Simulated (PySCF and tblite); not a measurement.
The numbers below are computed, except where a source is named.
2 diastereomers of C5H11FSeSi, numbered alike:

```csv
isomer,SMILES,descriptors (one enantiomer)
A,[CH3:1][C@@H:2]1[Se:3][CH2:4][CH2:5][C@:6]1([F:7])[SiH3:8],"2S, 6S"
B,[CH3:1][C@H:2]1[Se:3][CH2:4][CH2:5][C@:6]1([F:7])[SiH3:8],"2R, 6S"
```

Protocol: conformer search, at most 5 conformers an isomer, GFN2-xTB geometries, energies PBE0/pcSseg-1 (IEF-PCM, tetrahydrofuran) (D3(BJ) added where defined), GIAO shieldings PBE0/pcSseg-1 (IEF-PCM, tetrahydrofuran), weights at 298.15 K with GFN2-xTB thermal terms. Programs: PySCF with density fitting and tblite.

What shifts does each isomer give (ppm; of two unlike H on one atom, a is the less shielded)?


A: ¹H (against TMS): 4.20 (H2, 1H), 3.51 (H4a, 1H), 3.15 (H4b, 1H), 2.69 (H5a, 1H), 2.10 (H5b, 1H), 1.38 (H1, 3H). ¹³C (against TMS): 107.5 (C6), 62.8 (C2), 44.9 (C5), 35.2 (C4), 26.3 (C1). ¹⁹F (against CFCl3): -193.4 (F7). ²⁹Si (against TMS): -67.0 (Si8). ⁷⁷Se (against Me2Se): 339.6 (Se3).

B: ¹H (against TMS): 4.13 (H2, 1H), 3.67 (H4a, 1H), 3.00 (H4b, 1H), 2.80 (H5a, 1H), 2.10 (H5b, 1H), 1.68 (H1, 3H). ¹³C (against TMS): 104.6 (C6), 60.7 (C2), 50.0 (C5), 35.4 (C4), 19.6 (C1). ¹⁹F (against CFCl3): -223.4 (F7). ²⁹Si (against TMS): -67.8 (Si8). ⁷⁷Se (against Me2Se): 321.8 (Se3). H not on carbon is left out.

Which carbons tell the isomers apart best?

C1: 26.3 in A, 19.6 in B; C5: 44.9 in A, 50.0 in B; C6: 107.5 in A, 104.6 in B ppm.

Spin–orbit effects of the heavy atoms on shieldings are missing. Unscaled ¹⁹F and ²⁹Si shifts at such levels can be off by tens of ppm; differences between conformers or isomers are more reliable. Shifts are unscaled: against experiment ¹³C can be off by 15 ppm or more and ¹H by 0.8 ppm.
